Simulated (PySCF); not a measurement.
## From a raw peak list to a structure

Formula C₅H₃NO. The spectrum was simulated from the full spin Hamiltonian at 200 MHz with 1.0 Hz Lorentzian lines, from shifts rounded to 0.01 ppm and J to 0.1 Hz, couplings under 1 Hz left out.

Maxima in ppm (height), grouped by integral:
1H: 7.616 (98), 7.605 (100)
1H: 7.271 (92), 7.250 (99)
1H: 6.716 (53), 6.705 (54), 6.695 (52), 6.684 (48)

$^{13}$C{$^{1}$H} NMR (computed): δ 158.8 (CH), 140.0 (C), 135.4 (CH), 122.2 (CH), 119.8 (C).

PySCF 2.14 calculation with σ from GIAO-CAM-B3LYP/pcSseg-2, geometry from PBE0-D3(BJ)/def2-SVP and spin–spin couplings from B3LYP/pcJ-1 (spin–dipole term only in couplings to heteroatoms); no relativistic terms, in vacuum, one computed conformer.

Scale: $^{1}$H (σref 31.34), $^{13}$C (σref 182.55) against TMS (reference shieldings calculated alike).

**Question.** Analyse the multiplets.

**Answer.** $^{1}$H NMR (200 MHz, computed): δ 7.61 (d, J = 2.2 Hz, 1H), 7.26 (d, J = 4.1 Hz, 1H), 6.70 (dd, J = 4.1, 2.2 Hz, 1H). These are first-order names from the parameters used; overlap and second-order distortion can hide them in the list.

**Question.** What is the compound?

**Answer.** SMILES N#Cc1ccco1.

Numbering as in the mapped SMILES `[N:1]#[C:2][c:3]1[cH:4][cH:5][cH:6][o:7]1`. Hydrogens are named by the atom that carries them.

δ 7.61: H(C6), hydrogen on an aromatic CH next to the ring oxygen, coupled to H(C5) (2.2 Hz). δ 7.26: H(C4), hydrogen on an aromatic CH, coupled to H(C5) (4.1 Hz). δ 6.70: H(C5), hydrogen on an aromatic CH, coupled to H(C4) (4.1 Hz), H(C6) (2.2 Hz).

The data come from this structure; uniqueness wasn't tested.

Multiplet labels drop couplings under 1 Hz and merge nearly equal ones. Unscaled 3J(H,H) at this level run about 10 % above measured values. Shifts are as computed, not scaled to solution data. Of 1211 compounds with measured shifts, 218 miss one by over three times the rms of a fit or turn the order of signals round; such compounds aren't used in these exercises.
